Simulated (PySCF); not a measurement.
# P⁺: excitation energy

P⁺ [Ne] 3s2 3p2 (3P) → P⁺ [Ne] 3s1 3p2 3d1 (high-spin determinant), as a difference of total energies. Computed with PySCF 2.14 in aug-cc-pV(T+d)Z with one added diffuse shell each of s, p, d, f type (7s6p5d3f, 71 functions), with no relativity, point nucleus. Correlated levels: valence: [Ne] frozen. The calculations carry no spin-orbit coupling.

```
           method  excitation energy (eV)
              UHF                  16.234
    MP2 (valence)                  17.300
SCS-MP2 (valence)                  17.823
   CCSD (valence)                  17.040
CCSD(T) (valence)                  16.944
```

Q: How much does correlation contribute at CCSD(T) (valence)?

A: 16.944 − (16.234) = 0.710 eV, measured against UHF.

A first-order spin-orbit estimate (lowest level to lowest level, LS coupling) adds 0.007 eV.

The promoted electron is Rydberg-like, and one or two diffuse shells describe it only roughly, which tends to raise the upper state.

The coupled-cluster amplitudes are large for the upper state (T1 above 0.03 or a double amplitude above 0.15), so a single reference is strained.

The determinant of the upper state mixes LS terms, which raises its energy above the lowest term, most at the Hartree-Fock and MP2 levels.
